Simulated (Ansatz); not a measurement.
`ClB(Cl)B(Cl)Cl` + `CC(C)C` → `CC(C)CB(Cl)Cl` + `ClBCl` at 700 K and 1 bar (formal exchange of groups at a B–B bond).

Program: Ansatz. Geometries: PBE0-D4/def2-TZVP. ΔE: electronic, gas phase. CCSD(T)/CBS is the MP2 limit (def2-TZVPP, def2-QZVPP) plus CCSD(T) − MP2 in def2-TZVPP, frozen cores. This one scheme is used for every species. One conformer a species, not always the lowest.

| species | CCSD(T)/CBS energy (Eh) | H − E (kJ/mol) | S (J/(mol·K)) |
| --- | --- | --- | --- |
| `ClB(Cl)B(Cl)Cl` | -1888.85539 | 101.7 | 465.3 |
| `CC(C)C` | -158.24397 | 420.1 | 408.8 |
| `CC(C)CB(Cl)Cl` | -1102.08625 | 442.2 | 561.0 |
| `ClBCl` | -945.02167 | 75.0 | 318.4 |

H − E and S are ideal-gas, rigid-rotor, harmonic terms from PBE0-D4/def2-TZVP, for one conformer and one mirror image of each species. 1 Eh = 2625.50 kJ/mol, R = 8.31446 J/(mol·K).

Question: By hand: ΔE, ΔH, ΔS and ΔG.

Answer: ΔE = (-1102.08625) + (-945.02167) − (-1888.85539) − (-158.24397) = -0.00856 Eh = -22.5 kJ/mol. Δ(H − E) = 442.2 + 75.0 − 101.7 − 420.1 = -4.6, so ΔH = -27.1 kJ/mol. ΔS = 561.0 + 318.4 − 465.3 − 408.8 = 5.3 J/(mol·K). ΔG = -27.1 − 700 × (5.3)/1000 = -30.8 kJ/mol.

Question: By hand: the equilibrium constant, and the temperature at which ΔG would vanish if ΔH and ΔS stayed fixed.

Answer: log₁₀ K = −ΔG/(RT ln 10) = 2.3. ΔH and −TΔS have one sign here, so there is no such temperature.

The number of gas molecules stays the same, so ΔS is small and ΔH decides. A doubt of 5 kJ/mol in ΔE shifts log₁₀ K by 0.4 here. Other conformers and mirror images would add mixing entropy, several J/(mol·K) or more a flexible species. Modes under 60 cm⁻¹, often nearly free rotors, make the harmonic entropy too high. These are equilibria of isolated gas molecules and say nothing of rates. Largest T1 diagnostic: 0.013 (customary marks: 0.02 for closed shells, 0.045 for open ones).

ΔS is within the doubt of such terms, so its sign, and with it that verdict, could turn.
